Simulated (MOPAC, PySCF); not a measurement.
Dissociation curve of SMILES O[SiH3]. The O2–H6 bond (O2 also carries Si; H6 carries nothing else) is pulled apart rigidly from the PBE0/def2-TZVP optimised geometry.

Methods: RKS-B3LYP/6-31G* = PySCF 2.14.0 with restricted B3LYP/6-31G*, spherical d; PM6, restricted, heats of formation (MOPAC); RKS-M06-2X/6-31G* = restricted M06-2X/6-31G*, spherical d (PySCF); UCCSD(T) = PySCF 2.14.0 with CCSD(T) on UHF/cc-pVDZ, 6 core orbitals frozen.

Energies relative to the lowest point of each curve near equilibrium, in kJ/mol; the last columns give the difference from UCCSD(T):

```csv
R / Å,RKS-B3LYP/6-31G*,PM6,RKS-M06-2X/6-31G*,UCCSD(T),RKS-B3LYP/6-31G* − UCCSD(T),PM6 − UCCSD(T),RKS-M06-2X/6-31G* − UCCSD(T)
0.77,155.7,38.0,155.8,157.4,-1.6,-119.3,-1.6
0.81,88.3,22.8,88.2,89.0,-0.7,-66.2,-0.9
0.86,35.7,9.8,35.3,35.6,0.0,-25.8,-0.3
0.91,8.7,2.3,8.4,8.4,0.3,-6.1,0.0
0.92,5.7,1.4,5.4,5.5,0.2,-4.0,0.0
0.96,0.0,0.0,0.0,0.0,0.0,0.0,0.0
0.98,0.4,0.5,0.6,0.6,-0.2,-0.1,0.0
1.01,4.2,2.8,4.8,4.9,-0.7,-2.1,-0.1
1.06,17.5,10.4,18.8,19.1,-1.7,-8.7,-0.3
1.11,36.9,22.7,39.4,39.8,-2.9,-17.1,-0.4
1.19,76.1,50.8,80.7,81.0,-4.9,-30.2,-0.3
1.30,137.5,103.0,145.9,144.9,-7.4,-41.9,1.0
1.42,205.9,171.6,219.4,215.5,-9.6,-43.9,3.9
1.60,301.3,282.0,324.0,311.0,-9.6,-29.0,13.1
1.73,362.2,358.7,392.3,366.9,-4.7,-8.2,25.4
1.92,438.0,457.9,479.5,429.9,8.0,28.0,49.6
2.13,504.7,546.5,558.6,468.7,36.1,77.8,89.9
2.33,554.3,611.7,618.7,482.5,71.8,129.3,136.2
2.61,605.8,678.5,682.9,488.2,117.6,190.3,194.6
2.85,637.7,719.3,723.9,489.8,147.9,229.5,234.1
3.34,679.7,773.8,780.4,490.9,188.8,282.9,289.4
```

RKS-B3LYP/6-31G* is furthest from UCCSD(T) at 3.34 (188.8 kJ/mol, above); its mean absolute difference over the points is 29.3 kJ/mol.

PM6 is furthest from UCCSD(T) at 3.34 (282.9 kJ/mol, above); its mean absolute difference over the points is 63.8 kJ/mol.

RKS-M06-2X/6-31G* is furthest from UCCSD(T) at 3.34 (289.4 kJ/mol, above); its mean absolute difference over the points is 49.6 kJ/mol.

The restricted form behind RKS-B3LYP/6-31G*, PM6, RKS-M06-2X/6-31G* keeps the bonding electrons paired and can't separate into open-shell fragments. The unrestricted determinant behind UCCSD(T) is spin-contaminated at 1.42 to 3.34 Å (<S²> up to 1.0, against 0.00 for a pure singlet).
